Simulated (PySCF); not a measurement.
Correlation energy of Sb (antimony, neutral)

[Kr] 4d10 5s2 5p2 6s1, high-spin 4P determinant (an excited configuration). Calculation: PySCF 2.14, in x2c-TZVPPall with one added diffuse shell each of s, p, d, f type (9s7p5d3f, 76 functions); scalar relativity by spin-free X2C-1e. Frozen: [Kr] 4d10; 5 electrons correlated.

| level | correlation energy (mhartree) |
| --- | --- |
| CCSD | -69.49 |
| (T) | -2.44 |
| CCSD(T) | -71.93 |

Diagnostics: T1 = 0.010, D1 = 0.0260, largest double amplitude 0.083.

The outer electron is Rydberg-like, and this basis confines it to a smaller radius and binds it less than a complete one would.

Cost of the coupled-cluster step: about 4 core-seconds, for 5 correlated electrons.
